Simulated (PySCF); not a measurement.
A GIAO shielding run with PySCF (density fitting, non-relativistic, gas phase) on `C#C[Si@H](O)SC[SiH2]C`, C4H10OSSi2:

```
$ OMP_NUM_THREADS=1 python probes_run.py task.json out

{"job": {"kind": "nmr", "xc": "PBE0", "basis": "pcSseg-1"}, "charge": 0, "multiplicity": 1}
C      3.072761     1.689680     0.018261
C      2.801624     0.518450     0.044501
Si     2.255223    -1.252590     0.098619
O      3.066528    -2.192007    -0.940192
S      0.169251    -1.265507    -0.432582
C     -0.464670    -0.116725     0.839927
Si    -2.357709     0.057723     0.678373
C     -2.762433     0.886420    -0.977080
H      3.339467     2.707463    -0.007677
H      2.477069    -1.849652     1.403988
H      2.820126    -2.259202    -1.858751
H      0.051142     0.831932     0.703753
H     -0.185589    -0.519303     1.811178
H     -2.799898     0.880874     1.813616
H     -2.955727    -1.277723     0.754224
H     -3.834700     0.930637    -1.141422
H     -2.321444     0.332956    -1.801642
H     -2.379781     1.902890    -1.018751
```

Hardware: 1 thread of an Arm Neoverse V1, shared host. The job also computes population analyses, field gradients.

**Question.** How large is the calculation?

**Answer.** 86 electrons, 207 basis functions and 1144 auxiliary functions.

**Question.** How long does it take, and how much memory does it need?

**Answer.** 45 s of wall time, with 15 SCF cycles and 5 response iterations; peak memory 0.93 GiB. Times on a shared host scatter by some tens of per cent.
